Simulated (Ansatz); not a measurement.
`[CH3][SnH]([SiH3])[Cl]` + `C[O][GeH]([SH])[Cl]` → `C[O][GeH]([Cl])[S]C` + `[SiH3][SnH2][Cl]`  (substitution at a C–Sn bond)

Calculated with Ansatz (gas phase, PBE0-D4/def2-TZVP geometries, no zero-point term in ΔE). CCSD(T)/CBS adds triple-zeta CCSD(T) − MP2 to the extrapolated MP2 energy (def2 sets, frozen cores). DFT in def2-TZVPP. B3LYP here is the variant with VWN-RPA as its local correlation; programs differ in this. Elements past krypton have def2 core potentials. For Ge, Sn outer-core shells are correlated without core-valence functions, which leaves a few kJ/mol of doubt a bond. Scalar relativity is left out up to krypton. Each species was taken in one conformer, which may not be the lowest.

Is it downhill or uphill in electronic energy at CCSD(T)/CBS, and by how much? (Estimate.)

The calculation gave: Uphill: ΔE = +0.49 eV.

What do these levels give: r2SCAN-D4, B3LYP-D4, ωB97M-V, B2PLYP, PBE, PBE0, B3LYP, MP2/def2-TZVPP, HF/def2-QZVPP, MP2/def2-QZVPP, SCS-MP2/def2-QZVPP, CCSD/CBS(def2)? (Estimate.)

Computed: r2SCAN-D4 0.44, B3LYP-D4 0.42, ωB97M-V 0.44, B2PLYP 0.46, PBE 0.43, PBE0 0.43, B3LYP 0.44, MP2/def2-TZVPP 0.51, HF/def2-QZVPP 0.41, MP2/def2-QZVPP 0.52, SCS-MP2/def2-QZVPP 0.49, CCSD/CBS(def2) 0.49 eV.

Largest T1 diagnostic among the species: 0.012.

In def2-TZVPP, CCSD(T) changes the Hartree–Fock value by +0.07 eV (the triples alone add +0.00 eV) and MP2 by +0.11 eV.
